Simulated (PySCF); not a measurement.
CH$_{3}$Cd (SMILES [CH3][Cd]), doublet, at a GFN2-xTB geometry (such geometries of metal compounds can be far from the true shape) (the spin is typed, not shown lowest) (core potentials on Cd). Base run: PBE0/def2-SVPD (PySCF).

Input for PySCF:
```python
from pyscf import gto, scf, dft, solvent

mol = gto.Mole()
mol.atom = '''
    Cd   -0.28413206   -0.17650872   -0.22797985
    C     1.43578710    0.89194067    1.15203660
    H     1.99632831    0.11099801    1.66201753
    H     0.94016567    1.54149300    1.87078524
    H     2.08712220    1.46828336    0.49801051
'''
mol.basis = 'def2-svpd'
mol.ecp = {'Cd': 'def2-svpd'}
mol.spin = 1
mol.verbose = 3
mol.build()

mf = dft.UKS(mol)
mf.xc = 'pbe0'
mf.kernel()
mf.analyze()
```

Variants of this job, named by their change:

```csv
change,ΔE vs base (kJ/mol),dipole (D)
base,0.00,0.16
model = IEF-PCM; solvent = toluene; lebedev_order = 11,-5.40,0.58
model = COSMO; solvent = toluene,-4.88,0.52
model = IEF-PCM; solvent = tetrahydrofuran,-9.38,0.97
model = IEF-PCM; solvent = toluene; vdw_scale = 1.4,-1.69,0.34
model = IEF-PCM; solvent = toluene; r_probe = 0.5,-0.97,0.27
model = IEF-PCM; solvent = toluene; vdw_scale = 1.0,-21.76,1.14
model = IEF-PCM; solvent = toluene; lebedev_order = 41,-5.34,0.59
model = IEF-PCM; solvent = toluene; vdw_scale = 1.1,-10.49,0.81
model = SS(V)PE; solvent = toluene,-5.35,0.58
model = C-PCM; solvent = toluene,-6.06,0.62
model = ddCOSMO; solvent = toluene,-18.52,1.10
```

The base is the gas phase, so ΔE is the electrostatic part of solvation at a fixed geometry, without cavity and dispersion terms.

Open shells are given as the SCF converged; they aren't shown to be the lowest states, and a large step between rows can be another state.
